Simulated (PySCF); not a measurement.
**Radial density of Co²⁺ (cobalt, charge +2)**

UHF, [Ar] 3d6 4p1, one real determinant (an excited configuration). Computed with PySCF 2.14 in aug-cc-pVTZ (8s7p5d3f2g, 93 functions), with no relativity, point nucleus.

| r (bohr) | 4πr²ρ (e/bohr) | 4πr²(ρα − ρβ) |
| --- | --- | --- |
| 0.000997 | 0.1581 | 0.0000 |
| 0.00168 | 0.4312 | 0.0000 |
| 0.00282 | 1.147 | 0.0000 |
| 0.00474 | 2.925 | 0.0001 |
| 0.00798 | 6.952 | 0.0002 |
| 0.0134 | 14.68 | 0.0005 |
| 0.0226 | 25.49 | 0.0013 |
| 0.0380 | 32.40 | 0.0047 |
| 0.0639 | 28.02 | 0.0194 |
| 0.107 | 27.31 | 0.0802 |
| 0.181 | 36.58 | 0.3607 |
| 0.304 | 21.22 | 1.5982 |
| 0.511 | 16.01 | 3.9865 |
| 0.860 | 15.15 | 3.7563 |
| 1.45 | 3.371 | 1.3025 |
| 2.43 | 0.6223 | 0.5337 |
| 4.09 | 0.1424 | 0.1418 |
| 6.88 | 0.001714 | 0.0017 |

⟨L²⟩ = 8.01 against 12 for a pure F term, so this real determinant mixes terms.
